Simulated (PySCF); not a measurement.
A structure optimised at B3LYP-D3(BJ)/def2-SVP, used in a PySCF frequency run:

```
Si
F 1 1.6012
F 1 1.6012 2 107.52
Cl 1 2.0293 2 109.33 3 -118.59
Cl 1 2.0293 2 109.33 3 118.59
```
Charge 0, spin multiplicity 1.

Task: Write its SMILES, formula and point group.

Result: F[Si](F)(Cl)Cl, Cl₂F₂Si, C2v

Task: What are its rotational constants (standard atomic weights)?

Result: 2.8971, 1.9158, 1.6225 GHz
